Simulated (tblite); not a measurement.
Species: C₂H₁₃O₂PSi₃.
SMILES with atom numbers: `[CH3:1][O:2][SiH2:3][PH:4][Si@H:5]([CH3:6])[O:7][SiH3:8]` (hydrogens: H9, H10, H11 on C1; H12, H13 on Si3; H14 on P4; H15 on Si5; H16, H17, H18 on C6; H19, H20, H21 on Si8)

Computed with GFN2-xTB (tblite), gas phase: L-BFGS steps from a force-field or distance-geometry start until the largest atomic force falls under 0.01 eV/Å.

The end geometry, which sets the zero of energy:
```
atom  x, y, z in Å
C1      3.6143   -0.9255    0.6851
O2      2.4071   -0.5220    0.1137
Si3     2.0905    0.9186   -0.5590
P4      0.0379    0.5837   -1.3172
Si5    -1.0395    0.3353    0.6336
C6     -0.9175   -1.4943    1.1228
O7     -2.5919    0.7704    0.4207
Si8    -4.0070    0.6868   -0.3654
H9      3.9060   -0.2497    1.4916
H10     3.4821   -1.9308    1.0858
H11     4.4095   -0.9364   -0.0630
H12     2.9950    1.2124   -1.6785
H13     2.2874    1.9859    0.4357
H14    -0.2276    1.9323   -1.4651
H15    -0.6482    1.2348    1.7277
H16     0.1219   -1.7878    1.2287
H17    -1.4248   -1.6936    2.0619
H18    -1.3632   -2.1288    0.3605
H19    -4.7464    1.8325    0.1582
H20    -4.6280   -0.5907   -0.0154
H21    -3.7665    0.7836   -1.8036
```

**Question.** These geometries come from the run, each turned onto the end geometry. Order them by energy, lowest first.
A.
```
atom  x, y, z in Å
C1      3.7136   -0.8324    0.9091
O2      2.5442   -0.5917    0.1813
Si3     2.1504    0.8266   -0.4989
P4      0.3156    0.3338   -1.6248
Si5    -1.0775    0.2594    0.1257
C6     -0.9989   -1.5023    0.8226
O7     -2.5691    0.5649   -0.4523
Si8    -4.1185    0.7592   -0.0129
H9      3.7915   -0.1477    1.7576
H10     3.6849   -1.8580    1.2776
H11     4.5982   -0.7089    0.2790
H12     3.1845    1.2809   -1.4326
H13     2.0544    1.8608    0.5445
H14     0.0939    1.6535   -1.9754
H15    -0.8842    1.2762    1.1779
H16    -0.0021   -1.7256    1.1888
H17    -1.7086   -1.6627    1.6285
H18    -1.2288   -2.2100    0.0299
H19    -4.1915    1.8727    0.9289
H20    -4.5668   -0.4451    0.6813
H21    -4.7941    1.0128   -1.2768
```
B.
```
atom  x, y, z in Å
C1      3.5667   -0.9078    0.7516
O2      2.3831   -0.5107    0.1287
Si3     2.0951    0.9118   -0.5938
P4      0.0534    0.5647   -1.3780
Si5    -1.0064    0.3312    0.5842
C6     -0.8958   -1.5032    1.0550
O7     -2.5545    0.7978    0.4102
Si8    -4.0088    0.6971   -0.2986
H9      3.7872   -0.2640    1.6052
H10     3.4419   -1.9348    1.0957
H11     4.4057   -0.8593    0.0555
H12     3.0322    1.1592   -1.6975
H13     2.2712    2.0085    0.3729
H14    -0.2193    1.9096   -1.5422
H15    -0.5834    1.2181    1.6766
H16     0.1422   -1.7950    1.1793
H17    -1.4239   -1.7170    1.9792
H18    -1.3235   -2.1278    0.2746
H19    -4.7326    1.8352    0.2600
H20    -4.6028   -0.5835    0.0873
H21    -3.8367    0.7864   -1.7470
```
C.
```
atom  x, y, z in Å
C1      3.5251   -0.8933    0.8055
O2      2.3584   -0.4740    0.1649
Si3     2.1245    0.9147   -0.6387
P4      0.0624    0.6157   -1.3929
Si5    -0.9912    0.3194    0.5651
C6     -0.8718   -1.5184    1.0231
O7     -2.5499    0.7491    0.3959
Si8    -4.0248    0.6863   -0.2712
H9      3.6875   -0.3133    1.7168
H10     3.4091   -1.9473    1.0600
H11     4.3953   -0.7745    0.1576
H12     3.0605    1.0413   -1.7635
H13     2.3661    2.0721    0.2379
H14    -0.2055    1.9678   -1.4989
H15    -0.5794    1.2191    1.6517
H16     0.1645   -1.8158    1.1423
H17    -1.3979   -1.7371    1.9472
H18    -1.3040   -2.1365    0.2400
H19    -4.7059    1.8378    0.3178
H20    -4.6304   -0.5865    0.1226
H21    -3.9014    0.7902   -1.7244
```
D.
```
atom  x, y, z in Å
C1      3.6327   -0.8487    0.8767
O2      2.4933   -0.5208    0.1416
Si3     2.1752    0.9023   -0.5656
P4      0.2686    0.4141   -1.5750
Si5    -1.0048    0.2426    0.2530
C6     -0.9628   -1.5375    0.9095
O7     -2.4989    0.6155   -0.2648
Si8    -4.1035    0.7472   -0.0954
H9      3.7205   -0.2087    1.7568
H10     3.5480   -1.8890    1.1906
H11     4.5318   -0.7287    0.2702
H12     3.2055    1.2729   -1.5446
H13     2.1598    1.9731    0.4477
H14    -0.0388    1.7362   -1.8390
H15    -0.7265    1.1973    1.3411
H16     0.0365   -1.8061    1.2374
H17    -1.6395   -1.6618    1.7503
H18    -1.2588   -2.2411    0.1350
H19    -4.3467    1.8907    0.7829
H20    -4.6120   -0.4846    0.5068
H21    -4.5885    0.9518   -1.4562
```
E.
```
atom  x, y, z in Å
C1      3.5628   -0.8847    0.8342
O2      2.3950   -0.4769    0.1880
Si3     2.1605    0.9016   -0.6322
P4      0.1149    0.5974   -1.4278
Si5    -1.0008    0.3115    0.4995
C6     -0.8761   -1.5170    0.9916
O7     -2.5576    0.7134    0.2697
Si8    -4.0936    0.6960   -0.2377
H9      3.7149   -0.3074    1.7490
H10     3.4577   -1.9409    1.0840
H11     4.4347   -0.7520    0.1917
H12     3.1155    1.0366   -1.7416
H13     2.3692    2.0608    0.2493
H14    -0.1295    1.9512   -1.5630
H15    -0.6266    1.1991    1.6101
H16     0.1600   -1.8017    1.1414
H17    -1.4208   -1.7187    1.9093
H18    -1.2855   -2.1558    0.2131
H19    -4.6925    1.8447    0.4385
H20    -4.7156   -0.5603    0.1848
H21    -4.0957    0.8199   -1.6931
```

**Answer.** B (0.002 eV), C (0.007 eV), E (0.013 eV), D (0.025 eV), A (0.053 eV).

In the order of the answer:

| step | E above end (eV) | largest force (eV/Å) | rms force component (eV/Å) | rms distance from end (Å) | rms bond change (Å) | bond most changed (Å) |
| --- | --- | --- | --- | --- | --- | --- |
| 155 | 0.002 | 0.03 | 0.007 | 0.085 | 0.000 | Si3–P4 +0.001 |
| 113 | 0.007 | 0.03 | 0.010 | 0.152 | 0.001 | Si3–P4 +0.002 |
| 102 | 0.013 | 0.05 | 0.011 | 0.196 | 0.001 | O7–Si8 -0.003 |
| 66 | 0.025 | 0.03 | 0.010 | 0.416 | 0.002 | P4–Si5 -0.008 |
| 24 | 0.053 | 0.12 | 0.035 | 0.545 | 0.003 | Si5–H15 +0.007 |

The cost below is that of the whole relaxation. On one thread, Arm Neoverse V2 (aarch64), no GPU, on a shared host, this took 1.7 s wall.
